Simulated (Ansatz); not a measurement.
Spin states of O2Re (SMILES [O]=[Re]=[O]), each relaxed at B3LYP-D3(BJ)/def2-TZVP; lowest solutions found, singlets restricted, no spin–orbit coupling, no relativity up to Kr.
Multiplicity 4 (charge 0, multiplicity 4):
```xyz
3

Re     0.2636    -0.2131     0.2654
O      1.0542     0.3200    -1.1610
O     -1.3509    -0.0595     0.8253
```
Multiplicity 2 (charge 0, multiplicity 2):
```xyz
3

Re     0.3483    -0.2837     0.3544
O      0.9028     0.3381    -1.1154
O     -1.2842    -0.0070     0.6907
```

Programs: Ansatz (a program for electronic structure) with Gaussian orbitals. Values without a source in brackets are computed. In def2 rows elements past Kr take small-core potentials, without spin–orbit coupling.

The energy of multiplicity 2 less that of multiplicity 4 (kcal/mol) and the share of exact exchange:

```csv
functional,exact exchange (%),value
PBE/def2-TZVPP,0,2.31
PBE0/def2-TZVPP,25,7.50
BLYP/def2-TZVPP,0,-1.02
B3LYP/def2-TZVPP,20,3.19
r2SCAN/def2-TZVPP,0,6.51
```

Q: Take the value as linear in the share of exact exchange along PBE and PBE0. Give the slope, say whether the sign turns, and set the other functionals against that line.

A: 
Slope: (7.50 − (2.31))/2.5 = 2.08 kcal/mol for each 10 %. The line keeps its sign from 0 to 100 %. At 50 % it gives 12.7 kcal/mol. B3LYP, at 20 %, lies -3.3 from the PBE line. r2SCAN, with none, stands 4.2 from PBE.

Doubts at one or more of the structures used: a spin-contaminated determinant (PBE/def2-TZVPP, PBE0/def2-TZVPP, BLYP/def2-TZVPP, B3LYP/def2-TZVPP, r2SCAN/def2-TZVPP).
